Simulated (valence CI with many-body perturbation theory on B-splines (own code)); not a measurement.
# Pd⁴⁺: one-electron terms

Method: configuration interaction combined with many-body perturbation theory (CI+MBPT): six valence electrons over a frozen Dirac-Fock core [Kr], a basis of 7 s, 7 p, 8 d, 6 f, 4 g, 1 h functions for each j, with the one-electron correlation potential Σ1, the two-electron term Σ2, the three-electron term Σ3, Breit, model QED; selected CI, second order for the rest, scaled by the run's own slope (own B-spline code, finite nucleus).

No measured levels were compared; by estimate terms of the open shell hold to 2 to 4 % of their energy, and close levels can change places; different configurations can be misplaced against each other by 1,000 to 8,000 cm⁻¹. Among the levels kept, up to 1100 cm⁻¹ of a level comes from second order outside the variational space, and about a tenth of that is noise between levels of different J, which matters for small intervals. Only levels of the ground parity were solved; by the run's estimate the other parity begins above the list, which can be wrong where configurations are misplaced.

These are the spectroscopic orbitals of the CI (the correlating ones are not listed), shaped by the core and the other valence electrons. h is the expectation value of the core's Dirac-Fock operator, without the valence repulsion; Σ1 is computed up to l = 3 at one energy for each symmetry, that of its lowest orbital but kept below the first core excitation, so for empty shells it is not the orbital's own correlation shift; Breit and QED include the response of the core.

```tsv
Orbital	h (hartree)	Σ1 (cm⁻¹)	Breit (cm⁻¹)	QED (cm⁻¹)	⟨r⟩ (bohr)
5s1/2	-4.0365	-6123	97.5	97.3	2.276
6s1/2	-2.2608	-1726	37.5	36.7	4.256
7s1/2	-1.4548	-770	18.5	18.1	6.813
5p1/2	-3.5442	-4163	128	-7.5	2.543
6p1/2	-2.0361	-1336	53.1	-3.1	4.687
7p1/2	-1.3351	-635	27.7	-1.6	7.391
5p3/2	-3.4864	-3860	70.7	0.0	2.590
6p3/2	-2.0114	-1261	29.8	0.0	4.747
7p3/2	-1.3222	-604	16.3	0.0	7.462
4d3/2	-5.7312	-13793	85.3	-69.2	1.257
5d3/2	-2.6596	-1930	23.6	-9.0	3.348
6d3/2	-1.6343	-823	11.4	-4.0	5.859
4d5/2	-5.6981	-13501	-77.6	-55.0	1.268
5d5/2	-2.6499	-1917	-1.3	-6.8	3.363
6d5/2	-1.6297	-819	0.2	-3.0	5.878
4f5/2	-2.8006	-4819	-23.1	-4.3	2.906
5f5/2	-1.7837	-2762	-16.0	-3.1	5.358
4f7/2	-2.802	-4727	-27.6	-4.1	2.904
5f7/2	-1.7833	-2693	-19.4	-3.0	5.358
5g7/2	-1.5083		-0.1	0.0	5.465
5g9/2	-1.5084		-0.1	0.0	5.465
```

Among the shells of the start configuration 4d6, Σ1 is largest in size for 4d3/2, where it is 1.1 % of h.

Lowest root of each symmetry, sizes in configuration state functions:

```tsv
J	Parity	Roots	Reference	Variational	Second order	Change by selected CI (cm⁻¹)	Change by second order (cm⁻¹)
0	even	4	31	61155	4099559	-21527	-264
1	even	4	64	47357	13201350	-21331	-466
2	even	7	94	47056	20047565	-21215	-572
3	even	6	94	46140	24215205	-21040	-683
4	even	7	84	45976	25980997	-21029	-686
5	even	2	54	45751	23824729	-22554	-659
6	even	2	33	45211	21417166	-22468	-542
```
